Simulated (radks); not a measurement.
The numbers below are computed, except where a source is named.
Pd3+, 43 electrons, occupied as [Kr] 4d6.5 5s0.5 (fractional occupations, a model configuration).

Code: a radial shooting solver on a logarithmic mesh with Libxc functionals. Model: Dirac Kohn-Sham, PBE, spin-unpolarised, spherical densities, point nucleus; open shells are shared between the two j in proportion to 2j + 1.

Energy parts (eV):
part                       energy
total                 -137264.152
kinetic                143384.018
electron-nucleus      -330874.172
Hartree                 54109.453
exchange-correlation    -3883.451

Orbitals (lengths in bohr, moments of r in powers of bohr; r(max) is where P^2 peaks; r(90%) holds 90 % of the orbital's charge):
[
 {"orbital": "1s1/2", "occ.": "2", "eigenvalue (eV)": "-24197.26", "r(90%)": "0.0571", "r(max)": "0.02065", "small-component weight": "2.83e-02"},
 {"orbital": "2s1/2", "occ.": "2", "eigenvalue (eV)": "-3570.465", "r(90%)": "0.214", "r(max)": "0.1169", "small-component weight": "5.91e-03"},
 {"orbital": "2p1/2", "occ.": "2", "eigenvalue (eV)": "-3314.947", "r(90%)": "0.192", "r(max)": "0.09051", "small-component weight": "5.92e-03"},
 {"orbital": "2p3/2", "occ.": "4", "eigenvalue (eV)": "-3155.556", "r(90%)": "0.199", "r(max)": "0.09468", "small-component weight": "5.69e-03"},
 {"orbital": "3s1/2", "occ.": "2", "eigenvalue (eV)": "-680.3286", "r(90%)": "0.559", "r(max)": "0.3419", "small-component weight": "1.65e-03"},
 {"orbital": "3p1/2", "occ.": "2", "eigenvalue (eV)": "-579.5215", "r(90%)": "0.560", "r(max)": "0.3285", "small-component weight": "1.59e-03"},
 {"orbital": "3p3/2", "occ.": "4", "eigenvalue (eV)": "-551.7264", "r(90%)": "0.575", "r(max)": "0.3382", "small-component weight": "1.53e-03"},
 {"orbital": "3d3/2", "occ.": "4", "eigenvalue (eV)": "-373.3473", "r(90%)": "0.564", "r(max)": "0.2807", "small-component weight": "1.42e-03"},
 {"orbital": "3d5/2", "occ.": "6", "eigenvalue (eV)": "-367.8034", "r(90%)": "0.569", "r(max)": "0.2835", "small-component weight": "1.40e-03"},
 {"orbital": "4s1/2", "occ.": "2", "eigenvalue (eV)": "-128.6365", "r(90%)": "1.36", "r(max)": "0.8487", "small-component weight": "4.17e-04"},
 {"orbital": "4p1/2", "occ.": "2", "eigenvalue (eV)": "-97.0847", "r(90%)": "1.47", "r(max)": "0.8880", "small-component weight": "3.65e-04"},
 {"orbital": "4p3/2", "occ.": "4", "eigenvalue (eV)": "-92.4542", "r(90%)": "1.51", "r(max)": "0.9120", "small-component weight": "3.48e-04"},
 {"orbital": "4d3/2", "occ.": "2.6", "eigenvalue (eV)": "-44.0920", "r(90%)": "1.98", "r(max)": "1.046", "small-component weight": "2.29e-04"},
 {"orbital": "4d5/2", "occ.": "3.9", "eigenvalue (eV)": "-43.4989", "r(90%)": "2.00", "r(max)": "1.055", "small-component weight": "2.25e-04"},
 {"orbital": "5s1/2", "occ.": "0.5", "eigenvalue (eV)": "-31.5399", "r(90%)": "3.40", "r(max)": "2.135", "small-component weight": "7.93e-05"}
]

The highest occupied level is 5s1/2 at -31.540 eV. The density falls to 0.001 e/bohr^3 at r = 3.37 bohr.
